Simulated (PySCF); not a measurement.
# Correlation energy of Cs(28+) (caesium, charge +28)

Starting occupation: [Ar] 3d9, 3d3/2 with m_j = -1/2, +1/2, +3/2, 3d5/2 with m_j = -5/2, -3/2, -1/2, +1/2, +3/2, +5/2. All numbers are calculated (PySCF 2.14, X2C-1e with screened-nucleus spin-orbit coupling, Gaussian nucleus, in an even-tempered Gaussian basis (16 s from 4.3 bohr⁻², ratio 2.8; 12 p from 5.6 bohr⁻², ratio 2.8; 8 d from 5.6 bohr⁻², ratio 2.8; 3 f from 23 bohr⁻², ratio 3)). Frozen: [Ne]; 17 electrons correlated; the 74 highest virtual spinors left out.

MP2 pair energies summed by pair of shells (mhartree):

| pair | energy | share (%) |
| --- | --- | --- |
| 3d3/2-3d5/2 | -138.26 | 22.9 |
| 3d5/2-3d5/2 | -128.32 | 21.3 |
| 3d5/2-3p3/2 | -68.21 | 11.3 |
| 3d5/2-3p1/2 | -50.38 | 8.3 |
| 3d3/2-3p3/2 | -37.77 | 6.3 |
| 3d5/2-3s1/2 | -27.83 | 4.6 |
| 3d3/2-3p1/2 | -27.75 | 4.6 |
| 3d3/2-3d3/2 | -26.64 | 4.4 |
| 3p1/2-3p3/2 | -25.42 | 4.2 |
| 3p3/2-3p3/2 | -24.01 | 4.0 |
| 3p3/2-3s1/2 | -15.66 | 2.6 |
| 3d3/2-3s1/2 | -14.03 | 2.3 |
| 3p1/2-3s1/2 | -8.77 | 1.5 |
| 3p1/2-3p1/2 | -6.46 | 1.1 |
| 3s1/2-3s1/2 | -4.24 | 0.7 |

Total MP2 correlation energy: -603.74 mhartree.

At this charge the one-electron X2C treatment keeps the bare 1/r₁₂, with no two-electron picture change or Breit term. The effect here is smaller than on the frozen 1s shell.
